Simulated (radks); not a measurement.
The numbers below are computed, except where a source is named.
The nuclear charge of the lithium ion Li+ is varied continuously with 2 electrons held in [He]. Code: a radial shooting solver on a logarithmic mesh with Libxc functionals. Model: scalar-relativistic Kohn-Sham, BLYP, spin-unpolarised, spherical densities, point nucleus. By the Hellmann-Feynman theorem dE/dZ = E(electron-nucleus)/Z, the electronic potential at the nucleus. The scalar-relativistic energy here is not variational (the density holds large components alone), so the two differ by a part that grows with Z.

| Z | E (hartree) | E(electron-nucleus)/Z (hartree) | HOMO | e(HOMO) (eV) | <r> HOMO (bohr) |
|---|---|---|---|---|---|
| 2 | -2.90721 | -3.37437 | 1s | -15.916 | 0.9456 |
| 2.2 | -3.62201 | -3.77362 | 1s | -22.703 | 0.8390 |
| 2.4 | -4.41668 | -4.17306 | 1s | -30.577 | 0.7541 |
| 2.6 | -5.29125 | -4.57268 | 1s | -39.537 | 0.6849 |
| 2.8 | -6.24577 | -4.97244 | 1s | -49.585 | 0.6274 |
| 3 | -7.28025 | -5.37231 | 1s | -60.719 | 0.5788 |
| 3.2 | -8.39471 | -5.77228 | 1s | -72.940 | 0.5372 |
| 3.4 | -9.58918 | -6.17235 | 1s | -86.250 | 0.5012 |
| 3.6 | -10.86368 | -6.57249 | 1s | -100.65 | 0.4697 |
| 3.8 | -12.21821 | -6.97272 | 1s | -116.13 | 0.4420 |
| 4 | -13.65280 | -7.37301 | 1s | -132.71 | 0.4173 |

The central difference of E at Z = 3 is -5.372 hartree, to compare with the third column; the second derivative is -2 hartree.
